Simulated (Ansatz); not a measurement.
A CCSD(T) single point on `C[O][GeH2][C]#C[Si](C)(C)OC`.

```yaml
crystal:
  periodic: [false, false, false]
  atoms:
    - {symbol: C, position_ang: [-2.555409, -2.573984, -1.372302]}
    - {symbol: O, position_ang: [-1.876410, -2.313639, -2.577536]}
    - {symbol: Ge, position_ang: [-0.103907, -2.229190, -2.539483]}
    - {symbol: C, position_ang: [0.405761, -0.907950, -1.268999]}
    - {symbol: C, position_ang: [0.706381, -0.072527, -0.439826]}
    - {symbol: Si, position_ang: [1.118176, 1.203680, 0.825280]}
    - {symbol: C, position_ang: [2.910011, 1.087295, 1.281777]}
    - {symbol: C, position_ang: [0.657360, 2.861659, 0.116164]}
    - {symbol: O, position_ang: [0.261496, 0.864427, 2.186516]}
    - {symbol: C, position_ang: [-1.134032, 0.691675, 2.217114]}
    - {symbol: H, position_ang: [-2.279818, -3.547121, -0.944151]}
    - {symbol: H, position_ang: [-2.363933, -1.800058, -0.618212]}
    - {symbol: H, position_ang: [-3.626444, -2.587504, -1.586602]}
    - {symbol: H, position_ang: [0.312286, -1.829166, -3.954519]}
    - {symbol: H, position_ang: [0.465648, -3.586670, -2.093114]}
    - {symbol: H, position_ang: [3.544521, 1.271229, 0.411559]}
    - {symbol: H, position_ang: [3.156921, 1.825270, 2.049076]}
    - {symbol: H, position_ang: [3.142740, 0.094842, 1.672638]}
    - {symbol: H, position_ang: [1.227519, 3.059515, -0.795162]}
    - {symbol: H, position_ang: [-0.403220, 2.902280, -0.143052]}
    - {symbol: H, position_ang: [0.867472, 3.660908, 0.831725]}
    - {symbol: H, position_ang: [-1.456200, -0.086956, 1.516219]}
    - {symbol: H, position_ang: [-1.661745, 1.620645, 1.971792]}
    - {symbol: H, position_ang: [-1.420173, 0.390743, 3.226500]}
basis:
  gaussian: {orbitals: def2-TZVPP}
correlation: {method: ccsd_t}
output: {orbitals: {seedname: orbitals}}
```

```sh
$ ansatz run in.yaml --threads 4 --pin off --events-out ev --progress --plain --backend cuda
```

The program prints (abridged):

```
Functional definition: HF
3173 factors; integrals over basis functions are off by at most 1.0e-3 eV
mean field evaluation 1: about -74811.5210 eV, gradient 5.9e1 eV
mean field evaluation 2: about -74812.0913 eV, gradient 5.9e1 eV
mean field evaluation 4: about -74820.1234 eV, gradient 7.8e0 eV
mean field evaluation 8: about -74820.2820 eV, gradient 5.6e-1 eV
mean field evaluation 16: about -74820.2828 eV, gradient 1.7e-6 eV
mean field -74820.28282100 eV, -2749.5946786624 hartree, gradient 1.7e-6 eV, S^2 0.000000; 0 other end points of the search recorded, 0 dependent functions left out
22 core orbitals not correlated: weight in the atoms' cores, before any rotation towards them, 1.000 or more for the frozen orbitals, at most 0.000 for the correlated occupied ones
reference -74820.28282100 eV, -2749.5946786624 hartree; 34, 34 occupied and 478, 478 virtual orbitals, 3173 factors
second order -50.22987852 eV of doubles, -0.00000000 eV of singles
cycle   1  -50.50063464 eV  change   -2.7e-1 eV  update   1.6e-1
cycle   2  -51.84169461 eV  change    -1.3e0 eV  update   4.8e-2
cycle   3  -52.12093138 eV  change   -2.8e-1 eV  update   2.3e-2
cycle   4  -52.10710667 eV  change    1.4e-2 eV  update   5.9e-3
cycle   5  -52.10553850 eV  change    1.6e-3 eV  update   2.9e-3
cycle   6  -52.10787963 eV  change   -2.3e-3 eV  update   8.5e-4
cycle   7  -52.10788312 eV  change   -3.5e-6 eV  update   3.7e-4
cycle   8  -52.10782071 eV  change    6.2e-5 eV  update   1.2e-4
cycle   9  -52.10787604 eV  change   -5.5e-5 eV  update   4.7e-5
perturbative correction -2.17372912 eV, -0.0798830717 hartree
Total energy: -74874.56442616 eV, -2751.5894908587 hartree
```

It took 8.7 min on 4 threads of an AMD EPYC 7R13 on a shared host and a share of an NVIDIA H100 80 GB, with 2.7 GiB of host memory at the peak.

The correlation energy is -54.282 eV, 4.0 % of it from (T); the T1 diagnostic reads 0.0117.
